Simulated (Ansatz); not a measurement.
Removing and adding an electron: Ga₁₃Sb₁₄H₃₄⁺, a nanocrystal cut from wurtzite GaSb (hydrogen-capped). Charge 1, multiplicity 1. Geometry: PBE-D4/def2-SVP. Ansatz, gas phase; energy differences of separate SCF runs; the oxidised species was run as a doublet alone; the reduced species was run as a doublet alone.

Cartesian coordinates in Å:
```
Sb 2.038 -1.395 -4.120
Ga 1.232 1.206 -4.053
Sb 3.239 2.477 -2.816
Sb 4.712 -0.794 -0.519
Ga 3.994 1.827 -0.329
Sb -1.696 -2.648 -3.631
Ga 0.741 -3.246 -2.657
Ga -2.603 -0.080 -3.552
Sb -0.748 1.327 -2.321
Ga -1.633 3.940 -2.285
Sb 0.751 -2.303 -0.174
Ga 3.231 -2.684 0.698
Ga -0.079 0.241 0.015
Sb 1.744 1.889 1.037
Sb -1.445 4.428 0.329
Ga 1.038 4.544 1.290
Sb 3.321 -1.513 3.121
Ga 2.566 1.089 3.407
Sb -4.618 -0.159 -1.788
Sb -3.276 -3.475 0.525
Ga -0.730 -4.015 1.216
Ga -4.237 -0.936 0.747
Sb -2.225 0.556 1.557
Ga -3.199 3.121 1.852
Sb -0.931 -2.943 3.677
Ga -1.832 -0.390 3.982
Sb 0.314 0.958 4.851
H 1.972 -1.941 -5.745
H 3.725 -1.624 -3.914
H 1.031 1.671 -5.545
H 4.581 2.721 -3.854
H 2.721 4.103 -2.702
H 5.074 -1.322 -2.111
H 6.301 -0.966 0.101
H 5.261 2.623 0.164
H -1.696 -3.173 -5.264
H -2.813 -3.817 -3.058
H 1.206 -4.728 -2.907
H -3.070 0.295 -5.009
H -0.504 4.673 -3.114
H -3.134 3.772 -2.754
H 3.838 -4.135 0.644
H -1.977 6.060 0.450
H 2.037 5.238 0.279
H 1.064 4.734 2.859
H 4.942 -1.666 3.658
H 2.640 -2.587 4.273
H 3.738 1.835 4.150
H -6.035 -0.846 -2.467
H -5.162 1.458 -1.672
H -3.609 -4.238 -0.975
H -4.254 -4.508 1.482
H -0.348 -5.541 1.190
H -5.572 -1.015 1.581
H -4.618 3.005 1.164
H -2.961 3.377 3.394
H 0.503 -3.303 4.547
H -1.958 -3.989 4.567
H -3.006 -0.433 5.032
H -0.214 2.579 4.986
H 0.629 0.665 6.511
```

In the def2 sets Sb takes a core potential; there is no spin–orbit coupling. B3LYP takes the VWN-RPA correlation. Single mean-field runs in def2-SVP are fitted with def2-universal-jkfit.

| level | −HOMO (eV) | vertical IE (eV) | −LUMO (eV) | vertical EA (eV) | HOMO–LUMO gap (eV) | IE − EA (eV) |
| --- | --- | --- | --- | --- | --- | --- |
| PBE-D4/def2-SVP | 7.70 | – | 5.40 | 4.29 | 2.30 | – |
| B3LYP-D4/def2-SVP | 8.39 | 9.55 | 4.92 | 4.11 | 3.47 | 5.44 |
| PBE0-D4/def2-SVP | 8.58 | 9.58 | 4.83 | 4.08 | 3.75 | 5.50 |

Run but left out: PBE-D4/def2-SVP (charge +2 doublet: an occupied level 0.05 eV above an empty one).
